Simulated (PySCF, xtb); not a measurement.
I₃Sb, SMILES [I][Sb]([I])[I] (connectivity only; charge and spin as stated), charge +1, multiplicity 2.

Harmonic wavenumbers (cm⁻¹) from GFN2-xTB run with xtb 6.7.1 at its own minimum, in rising order: 47, 47, 54, 166, 181, 181.

Task: What does B3LYP-D3(BJ)/def2-SVP (PySCF 2.14.0) give at its own minimum? (Estimate from the structure and the level; the computed values follow.)

Result: 52, 52, 65, 168, 200, 200. Paired by order, the mean absolute difference is 10 cm⁻¹ and the zero-point energies are 1.0 and 1.1 kcal/mol.
